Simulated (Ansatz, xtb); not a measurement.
## C6H9N: 5 structures ranked

5 gas-phase structures of C6H9N, from a drawn sample of its isomers (lower ones may exist). Each was relaxed with GFN2-xTB; where two conformers were screened, the lower at r2SCAN-D4/def2-SVP is listed:

A. `C[C@H]1C[C@@H](C#N)C1`, a singlet
B. `C[C@@H]1CC[C@H]1C#N`, a singlet
C. `C[C@H]1C[C@H](C#N)C1`, a singlet
D. `C[C@@H]1CC[C@@H]1C#N`, a singlet
E. `CC1(C#N)CCC1`, a singlet

Task: Estimate their order in r2SCAN-D4/def2-SVP energy at these geometries, lowest first.

Result: Calculated order at r2SCAN-D4/def2-SVP: B (0.0), D (0.4), A (0.6), E (0.9), C (1.1) kcal/mol. Less than 1 kcal/mol parts B and D; D and A; A and E; E and C, so the order within those pairs means little.

Energies above the lowest of each column, in kcal/mol; the last columns are at B3LYP-D3(BJ)/def2-SVP geometries:

```tsv
structure	GFN2-xTB	HF/STO-3G	r2SCAN-D4/def2-SVP	B3LYP-D3(BJ)/def2-SVP	CCSD(T)/def2-SVP + ΔMP2/def2-TZVPP
B	0.0	0.0	0.0	0.0	0.0
D	0.7	1.1	0.4	0.8	0.8
A	0.2	0.3	0.6	0.5	0.5
E	0.3	0.9	0.9	1.3	0.4
C	0.4	0.7	1.1	1.3	1.2
```

Every level run on B puts it lowest or level with the lowest. CCSD(T)/def2-SVP + ΔMP2/def2-TZVPP orders those it was run on as B (0.0), E (0.4), A (0.5), D (0.8), C (1.2) kcal/mol. Less than 1 kcal/mol parts B and E; E and A; A and D; D and C, so the order within those pairs means little. ΔMP2 is the change of the MP2 energy from the smaller to the larger basis.

Over these structures GFN2-xTB departs from r2SCAN-D4/def2-SVP by 0.3 kcal/mol on average once a common shift is removed. A GFN2-xTB relaxation took about 0.36 s and the r2SCAN-D4/def2-SVP energy about 6.9 s on a shared host (Ansatz 0.2.0, xtb 6.7.1).
